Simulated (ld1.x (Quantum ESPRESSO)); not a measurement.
# u(r) = r·R(r): atom against pseudo-atom (O)

Columns: radius, all-electron u(r) and pseudo u(r) of the 2s shell (level -23.71 eV) of oxygen in the configuration [He] 2s2 2p4; LDA (PZ), non-relativistic, TM scheme, ld1.x (Quantum ESPRESSO) 7.5.

| r (bohr) | all-electron | pseudo |
| --- | --- | --- |
| 0.075 | 0.4000 | -0.0688 |
| 0.150 | 0.3724 | -0.1425 |
| 0.225 | 0.1731 | -0.2261 |
| 0.300 | -0.0747 | -0.3239 |
| 0.375 | -0.3128 | -0.4376 |
| 0.450 | -0.5167 | -0.5631 |
| 0.525 | -0.6782 | -0.6887 |
| 0.600 | -0.7978 | -0.7983 |
| 0.675 | -0.8797 | -0.8795 |
| 0.750 | -0.9295 | -0.9295 |
| 0.825 | -0.9533 | -0.9533 |
| 0.900 | -0.9564 | -0.9564 |
| 0.975 | -0.9436 | -0.9436 |
| 1.050 | -0.9191 | -0.9191 |
| 1.125 | -0.8861 | -0.8861 |
| 1.200 | -0.8474 | -0.8474 |
| 1.275 | -0.8049 | -0.8049 |
| 1.350 | -0.7603 | -0.7603 |
| 1.425 | -0.7149 | -0.7149 |
| 1.500 | -0.6696 | -0.6696 |
| 1.575 | -0.6251 | -0.6251 |
| 1.650 | -0.5819 | -0.5819 |
| 1.725 | -0.5404 | -0.5404 |
| 1.800 | -0.5007 | -0.5007 |
| 1.875 | -0.4631 | -0.4631 |
| 1.950 | -0.4277 | -0.4277 |

Q: How many radial nodes do the two functions have?

A: The all-electron 2s function has n − l − 1 = 1; the pseudo-wave has 0, since the states of the same l below it are removed with the core.

Q: At about which radius was the pseudo-wave matched?

A: 0.80 bohr. The columns agree to 0.0005 from 0.68 bohr on; several derivatives are matched, so the curves merge somewhat inside the radius.

Q: Where does each function peak?

A: Outermost all-electron maximum near 0.90 bohr, pseudo maximum near 0.90 bohr (to the table’s step).

Q: Is the pseudo-wave norm-conserving?

A: Yes: the TM scheme keeps the norm inside the radius equal to the all-electron one, which fixes the energy derivative of the logarithmic derivative at the level.
